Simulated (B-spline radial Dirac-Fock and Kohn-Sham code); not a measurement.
Characteristic X-ray lines: Bi¹⁷⁺

System: the Bi¹⁷⁺ ion, [Kr] 4d10 4f14 5s2 5p4.

Level of theory: Dirac-Fock energy differences between relaxed states, corrected for Breit and QED terms; a radial atomic solver. A line energy is the difference of two single-hole energies; the list is a selection of electric-dipole transitions between resolved j subshells. The model has no electron correlation.

```tsv
line	energy (eV)	wavelength (Å)
K-N2	89729.3	0.13818
K-M3	87350.1	0.14194
K-M2	86830.6	0.14279
K-L3	77106.2	0.16080
K-L2	74812.5	0.16573
L2-O1	15598.8	0.79483
L1-N2	15598.1	0.79487
L2-N4	15263.5	0.81229
L2-N1	14783.3	0.83867
L3-O1	13305.1	0.93185
L1-M3	13219.0	0.93793
L2-M4	13030.3	0.95151
L3-N5	12994.2	0.95415
L3-N4	12969.8	0.95594
L1-M2	12699.4	0.97630
L3-N1	12489.7	0.99269
L2-M1	11713.4	1.0585
L3-M5	10845.0	1.1432
L3-M4	10736.6	1.1548
L3-M1	9419.7	1.3162
M2-O1	3580.8	3.4625
M2-N4	3245.4	3.8203
M1-N2	3203.3	3.8705
M3-O1	3061.2	4.0501
M2-N1	2765.3	4.4836
M3-N5	2750.3	4.5081
M3-N4	2725.9	4.5484
M4-N6	2540.3	4.8807
M5-N7	2437.4	5.0868
M5-N6	2431.9	5.0982
```

Values without a named source are computed, but for edge energies of neutral atoms, which are taken from tables.
